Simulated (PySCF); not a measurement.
Static response to an electric field

Compound: C5H8SSi.
Structure used (GFN2-xTB), in Å, numbered top down from 1:
```xyz
15
C5H8SSi angstrom
C      2.985    0.351    0.386
C      2.081    0.223   -0.797
S      2.575    0.598   -2.317
C      0.782   -0.227   -0.571
C     -0.355   -0.628   -0.456
C     -1.708   -1.048   -0.285
Si    -2.835    0.469    0.080
H      3.955    0.733    0.079
H      3.111   -0.621    0.863
H      2.544    1.024    1.122
H     -1.775   -1.759    0.542
H     -2.053   -1.547   -1.193
H     -2.385    1.079    1.331
H     -4.197   -0.049    0.213
H     -2.731    1.411   -1.031
```

Level: PBE0/def2-SVPD (PySCF), static field, nuclei fixed, core orbitals frozen in the response. The polarisability tensor in these axes (au):

```
x   165.41  15.88 -24.27
y    15.88  86.49  -7.71
z   -24.27  -7.71 109.80
```

Problem. Give the principal values, the mean and the anisotropy Δα = √{½[(α1 − α2)² + (α2 − α3)² + (α1 − α3)²]}.

Solution. Principal values 82.96, 100.84 and 177.89 au; mean 120.57 au = 17.87 Å³ = 19.88 × 10⁻⁴⁰ C²·m²/J; Δα = 87.37 au (72 % of the mean).

Problem. What is the dipole moment, and where does it point?

Solution. (-2.55, -1.09, 2.80) D, 3.94 D in size, pointing from the negative to the positive side. Measured along this direction, the outermost atoms are S3 at the negative end and H14 at the positive end.

Problem. Form Σ f/ω² (atomic units) for the 8 lowest TDDFT singlets, given as eV and f, and set it beside the mean polarisability, which is this sum over all singlets: 2.16, 0.0001; 3.97, 0.0004; 4.27, 0.3578; 5.50, 0.0104; 5.83, 0.1561; 6.04, 0.0823; 6.17, 0.0549; 6.17, 0.0003.

Solution. They add up to 20.95 au, 17.4 % of the 120.57 au; the largest single term is 14.53 au, from the state at 4.27 eV. Terms in order: 0.01, 0.02, 14.53, 0.26, 3.40, 1.67, 1.07, 0.01 au. Higher excitations give the rest. The strengths listed sum to 0.662.

Problem. What molar refraction does this α imply?

Solution. Lorentz–Lorenz: R = (4π/3)N_A α = 2.5225 cm³/(mol·Å³) × 17.87 Å³ = 45.1 cm³/mol, in the limit of long wavelengths.

Problem. Find the Langevin capture rate constant for H3+ (3.023 u) meeting this molecule (128.012 u), k = 2.342 × 10⁻⁹ cm³/s × √(α in Å³ / reduced mass in u).

Solution. The reduced mass is 2.95 u, so k = 5.76 × 10⁻⁹ cm³/s. The formula leaves out the permanent dipole, which adds to the capture rate.

Problem. Rayleigh depolarisation ratio (linearly polarised light, static tensor)?

Solution. ρ = 3Δα²/(45ᾱ² + 4Δα²) = 22902.5/(654124 + 30536.7) = 0.0335.

Geometry: GFN2-xTB; no solvent, vibrations or thermal averaging.
